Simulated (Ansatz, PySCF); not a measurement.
Reaction (SMILES): CB(C)O + H+ -> CB(C)[OH2+]
Each molecule is optimised on its own at B3LYP-D3(BJ)/def2-TZVP (Ansatz, an electronic-structure program), one conformer each, not searched for the lowest. Frequencies are from Ansatz or PySCF.
Geometry of the first species:
```xyz
11

C      1.1177    -1.0752     0.0003
B      0.0332     0.0619    -0.0227
C     -1.4653    -0.2033     0.3947
O      0.4457     1.3010    -0.4268
H      0.7429    -2.0038    -0.4391
H      2.0414    -0.7926    -0.5061
H      1.3686    -1.3185     1.0395
H     -1.5281    -0.7936     1.3129
H     -2.0640     0.7017     0.5318
H     -1.9560    -0.8047    -0.3791
H     -0.2512     1.9653    -0.4027
```
Charge 0, spin multiplicity 1.

Wanted: proton affinity (enthalpy at 298 K, with B3LYP-D3(BJ) rigid-rotor harmonic-oscillator terms), positive where the reaction releases energy, in kcal/mol. Correlated levels leave the core frozen unless marked. No spin-orbit coupling. Non-relativistic. Basis-set limits of correlation are two-point, X^-3; Hartree-Fock from the larger set. The bracket is a focal-point correction in the basis named.

```json
[
 {"level": "HF/STO-3G", "program": "Ansatz", "proton affinity (kcal/mol)": "235.0", "minus last row": "54.0"},
 {"level": "HF/cc-pVTZ", "program": "Ansatz", "proton affinity (kcal/mol)": "186.2", "minus last row": "5.2"},
 {"level": "PBE/def2-TZVPD", "program": "Ansatz", "proton affinity (kcal/mol)": "180.8", "minus last row": "-0.2"},
 {"level": "PBE-D4/def2-TZVPD", "program": "Ansatz + dftd4", "proton affinity (kcal/mol)": "180.5", "minus last row": "-0.5"},
 {"level": "r2SCAN/def2-TZVPD", "program": "Ansatz", "proton affinity (kcal/mol)": "182.3", "minus last row": "1.3"},
 {"level": "r2SCAN-D3(BJ)/def2-TZVPD", "program": "Ansatz + dftd3", "proton affinity (kcal/mol)": "182.5", "minus last row": "1.5"},
 {"level": "B3LYP-D3(BJ)/def2-TZVPD", "program": "Ansatz + dftd3", "proton affinity (kcal/mol)": "182.1", "minus last row": "1.1"},
 {"level": "PBE0/STO-3G", "program": "Ansatz", "proton affinity (kcal/mol)": "226.6", "minus last row": "45.6"},
 {"level": "PBE0/def2-SVP", "program": "Ansatz", "proton affinity (kcal/mol)": "183.5", "minus last row": "2.5"},
 {"level": "PBE0/def2-TZVP", "program": "Ansatz", "proton affinity (kcal/mol)": "182.7", "minus last row": "1.7"},
 {"level": "BHLYP-D4/def2-TZVPD", "program": "Ansatz + dftd4", "proton affinity (kcal/mol)": "182.4", "minus last row": "1.4"},
 {"level": "CAM-B3LYP-D3(BJ)/def2-TZVPD", "program": "Ansatz + dftd3", "proton affinity (kcal/mol)": "180.3", "minus last row": "-0.7"},
 {"level": "CAM-B3LYP/def2-TZVPD", "program": "Ansatz", "proton affinity (kcal/mol)": "180.0", "minus last row": "-1.0"},
 {"level": "LC-wPBE-D3(BJ)/def2-TZVPD", "program": "Ansatz + dftd3", "proton affinity (kcal/mol)": "183.1", "minus last row": "2.1"},
 {"level": "B2PLYP-D4/def2-TZVPD", "program": "Ansatz + dftd4", "proton affinity (kcal/mol)": "180.0", "minus last row": "-1.0"},
 {"level": "PBE-QIDH/def2-TZVPD", "program": "Ansatz", "proton affinity (kcal/mol)": "181.9", "minus last row": "0.9"},
 {"level": "MP2/6-31G", "program": "Ansatz", "proton affinity (kcal/mol)": "188.9", "minus last row": "7.9"},
 {"level": "CCSD/cc-pVTZ", "program": "Ansatz", "proton affinity (kcal/mol)": "183.1", "minus last row": "2.1"},
 {"level": "CCSD(T)/cc-pVDZ", "program": "Ansatz", "proton affinity (kcal/mol)": "183.0", "minus last row": "2.0"},
 {"level": "RI-MP2/CBS(cc-pVTZ,cc-pVQZ)+[CCSD(T)-MP2]/cc-pVDZ", "program": "Ansatz", "proton affinity (kcal/mol)": "180.8", "minus last row": "-0.2"},
 {"level": "RI-MP2/CBS(cc-pVTZ,cc-pVQZ)+[CCSD(T)-MP2]/cc-pVTZ", "program": "Ansatz", "proton affinity (kcal/mol)": "181.0", "minus last row": "0.0"}
]
```
